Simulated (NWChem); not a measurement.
System: CH₃GeIO, singlet; SMILES C[O][Ge][I]

```xyz
7

Ge     0.8376     1.1438     0.0000
I     -0.0410    -1.3098     0.0000
O     -0.6540     2.0850     0.0000
C     -2.0290     1.8130     0.0000
H     -2.2389     0.7297     0.0000
H     -2.4928     2.2646     0.8922
H     -2.4928     2.2646    -0.8922
```
Atoms are numbered in this order, from 1.

Computed with NWChem. Low-valent species are run as closed-shell singlets; no triplet was tried in these runs. Structure relaxed at the PBE0/def2-SVP level. Not confirmed as a minimum by frequencies. def2 effective core potentials on I; no spin-orbit coupling. Ions are spin-unrestricted doublets at the neutral geometry; other ion states weren't tried.

What does the run give for PBE/def2-SVP? Quantities: vertical ionisation energy, ΔSCF (eV); −ε(HOMO) (eV).


```yaml
vertical ionisation energy, ΔSCF (eV): 9.16
"−ε(HOMO) (eV)": 6.16
```
